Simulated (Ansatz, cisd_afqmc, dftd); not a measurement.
Species: H$_{3}$BO$_{3}$, charge 0, singlet. H3BO3 (boric acid, SMILES OB(O)O).
B3LYP-D3(BJ)/def2-TZVP minimum from Ansatz (a quantum-chemistry and plane-wave program):
```
B
O 1 1.3634
H 2 0.9616 1 112.25
O 1 1.3703 2 116.47 3 -180.00
H 4 0.9592 1 115.85 2 -180.00
O 1 1.3801 2 118.33 3 0.00
H 6 0.9598 1 116.32 2 -180.00
```
Charge 0, spin multiplicity 1.

Property: atomisation energy (electronic, to ground-state atoms), in kcal/mol. UHF or UKS for unpaired electrons; spin-orbit terms are left out. Correlated methods leave the cores frozen. Rows without X2C or -DK are non-relativistic. AFQMC/CISD: phaseless, guided by CISD from CCSD amplitudes; bars are statistical, one sigma. Outlying blocks are dropped, and bars are widened where a walk drifts. Over all cases where full CI ran beside it in this data, AFQMC minus full CI had a median of +0.1 mEh and passed +0.4 mEh in a tenth of the cases. CBS(X,Y): correlation extrapolated as X^-3, Hartree-Fock from the larger set. A bracket is a step between two methods taken in the basis named. Functionals run without relativity, which enters their misses. 'core' is core correlation in cc-pwCVTZ, 'X2C' scalar relativity in cc-pVTZ-DK, both at CCSD(T). Where a partner has so few electrons that a lower coupled-cluster level is exact, that level stands in.

```tsv
level	program	atomisation energy (kcal/mol)	difference against the last row
HF/cc-pVDZ	Ansatz	502.1	-230.0
PBE-D4/def2-TZVPD	Ansatz + dftd4	743.4	11.3
r2SCAN-D3(BJ)/def2-TZVPD	Ansatz + dftd3	729.5	-2.6
PBE0-D3(BJ)/def2-TZVPD	Ansatz + dftd3	721.9	-10.2
CCSDT(Q)/cc-pVDZ	Ansatz	666.3	-65.8
AFQMC/CISD/cc-pVTZ	cisd_afqmc	709.6 ± 0.3	-22.5
CCSD(T)/CBS(cc-pVTZ,cc-pVQZ) + [AFQMC/CISD - CCSD(T)]/cc-pVTZ + core + X2C	Ansatz + cisd_afqmc	731.6 ± 0.3	-0.5
CCSD(T)/CBS(cc-pVTZ,cc-pVQZ) + [CCSDT(Q) - CCSD(T)]/cc-pVDZ + core + X2C	Ansatz	732.1	0.0
```
